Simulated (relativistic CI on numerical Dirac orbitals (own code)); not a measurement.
Forbidden transitions in Gd13+

These numbers are calculated, not measured: Dirac-Coulomb-Breit CI, orbitals from a KLI potential per configuration, QED by a radiative potential, unscaled Slater integrals (own radial code, finite nucleus).

CI space (outside the closed core [Kr] 4d10): 4f⁵, 4f⁴5p, 4f³5s², 4f³5s5p, 4f³5p², 4f⁴5d. Levels of other configurations are missing.

| λ vac (nm) | Lower | Upper | Type | A (s⁻¹) | gf | Branching (%) |
| --- | --- | --- | --- | --- | --- | --- |
| 272.87 | 4f³5s² ⁴I°11/2 [2] | 4f³5s² ⁴G°9/2 [16] | M1 | 1.94e+00 | 2.17e-08 | 11.5 |
| 303.09 | 4f³5s² ⁴I°11/2 [2] | 4f³5s² ²K°13/2 [14] | M1 | 1.23e+01 | 2.36e-07 | 66.4 |
| 303.36 | 4f³5s² ⁴I°13/2 [3] | 4f³5s² ²K°15/2 [17] | M1 | 1.09e+01 | 2.41e-07 | 39.8 |
| 318.26 | 4f³5s² ⁴I°9/2 [1] | 4f³5s² ⁴F°9/2 [10] | M1 | 2.14e+00 | 3.25e-08 | 25.2 |
| 353.17 | 4f³5s² ⁴I°13/2 [3] | 4f³5s² ²K°13/2 [14] | M1 | 6.18e+00 | 1.62e-07 | 33.5 |
| 354.04 | 4f³5s² ⁴I°15/2 [4] | 4f³5s² ²K°15/2 [17] | M1 | 1.53e+01 | 4.60e-07 | 55.9 |
| 361.34 | 4f³5s² ⁴I°11/2 [2] | 4f³5s² ²H°11/2 [11] | M1 | 4.87e+00 | 1.14e-07 | 25.4 |
| 372.06 | 4f³5s² ⁴I°11/2 [2] | 4f³5s² ⁴F°9/2 [10] | M1 | 2.44e+00 | 5.07e-08 | 28.7 |
| 407.84 | 4f³5s² ⁴I°9/2 [1] | 4f³5s² ²H°9/2 [6] | M1 | 1.44e+01 | 3.59e-07 | 64.8 |
| 434.85 | 4f³5s² ⁴I°13/2 [3] | 4f³5s² ²H°11/2 [11] | M1 | 9.98e+00 | 3.40e-07 | 52.0 |
| 500.61 | 4f³5s² ⁴I°11/2 [2] | 4f³5s² ²H°9/2 [6] | M1 | 7.81e+00 | 2.94e-07 | 35.2 |
| 508.60 | 4f³5s² ⁴F°7/2 [9] | 4f³5s² ²D°5/2 [22] | M1 | 1.12e+01 | 2.61e-07 | 67.0 |
| 525.23 | 4f³5s² ⁴F°3/2 [5] | 4f³5s² ²D°3/2 [18] | M1 | 6.60e+00 | 1.09e-07 | 23.5 |
| 538.49 | 4f³5s² ⁴S°3/2 [8] | 4f³5s² ²P°1/2 [21] | M1 | 8.59e+00 | 7.47e-08 | 77.8 |
| 599.81 | 4f³5s² ²H°9/2 [6] | 4f³5s² ⁴G°9/2 [16] | M1 | 5.30e+00 | 2.86e-07 | 31.3 |
| 608.20 | 4f³5s² ⁴F°5/2 [7] | 4f³5s² ²D°3/2 [18] | M1 | 8.32e+00 | 1.85e-07 | 29.6 |
| 641.40 | 4f³5s² ⁴F°7/2 [9] | 4f³5s² ²G°9/2 [19] | M1 | 2.35e+00 | 1.45e-07 | 14.7 |
| 685.74 | 4f³5s² ⁴S°3/2 [8] | 4f³5s² ²D°3/2 [18] | M1 | 1.32e+01 | 3.72e-07 | 46.9 |
| 719.08 | 4f³5s² ²H°11/2 [11] | 4f³5s² ⁴G°11/2 [20] | M1 | 3.81e+00 | 3.54e-07 | 50.8 |
| 779.58 | 4f³5s² ⁴F°9/2 [10] | 4f³5s² ²G°9/2 [19] | M1 | 7.13e+00 | 6.49e-07 | 44.7 |
| 831.23 | 4f³5s² ²H°11/2 [11] | 4f³5s² ²G°9/2 [19] | M1 | 3.74e+00 | 3.88e-07 | 23.5 |
| 943.11 | 4f³5s² ²H°9/2 [6] | 4f³5s² ²G°7/2 [12] | M1 | 2.13e+00 | 2.28e-07 | 25.6 |
| 1023.5 | 4f³5s² ⁴F°9/2 [10] | 4f³5s² ⁴G°9/2 [16] | M1 | 4.63e+00 | 7.27e-07 | 27.3 |
| 1186.6 | 4f³5s² ⁴F°5/2 [7] | 4f³5s² ²G°7/2 [12] | M1 | 3.80e+00 | 6.42e-07 | 45.5 |
| 1298.9 | 4f³5s² ²H°9/2 [6] | 4f³5s² ²H°11/2 [11] | M1 | 4.28e+00 | 1.30e-06 | 22.3 |
| 1448.9 | 4f³5s² ²H°9/2 [6] | 4f³5s² ⁴F°9/2 [10] | M1 | 3.50e+00 | 1.10e-06 | 41.1 |
| 1647.8 | 4f³5s² ²G°7/2 [12] | 4f³5s² ⁴G°9/2 [16] | M1 | 4.16e+00 | 1.69e-06 | 24.5 |
| 2119.3 | 4f³5s² ⁴I°13/2 [3] | 4f³5s² ⁴I°15/2 [4] | M1 | 3.35e+00 | 3.61e-06 | 100.0 |
| 2137.5 | 4f³5s² ⁴I°11/2 [2] | 4f³5s² ⁴I°13/2 [3] | M1 | 4.89e+00 | 4.69e-06 | 100.0 |
| 2200.9 | 4f³5s² ⁴I°9/2 [1] | 4f³5s² ⁴I°11/2 [2] | M1 | 3.89e+00 | 3.39e-06 | 100.0 |

Terms are leading LS components. Brackets give the number of a level in order of energy, since labels repeat. The list gives strong lines, with weight on those to low levels, among the lowest 200 of 2892 levels, so that lines to higher ones, which can be the strongest, are missing. Levels whose partners in the same complex of configurations lie outside the list can be far off, and so can their lines. Rates are taken at the computed energies, electric ones in the length gauge.

At this charge transitions that keep the count of f electrons are usually good to a few per cent. Terms inside the open d or f shell come out 10 to 20 % too wide with unscaled integrals. Levels and lines within the n = 5 or 6 shells can be off by up to 10 % or somewhat more, and those that change n by about 2 %, since core polarisation is missing. Levels that differ in their count of f electrons can be misplaced by several ten thousand cm⁻¹, since the correlation energy of f electrons is missing or only estimated; rates across such gaps can be off by orders of magnitude. The computed lowest level isn't the tabulated ground level, which NIST ASD gives as 4f5 6H°5/2; for such ions that label comes from theory and may be the wrong one.

LS names give the leading component of a level, which can be under half, so a name can repeat, a term be missing and a line seem to break the LS rules.
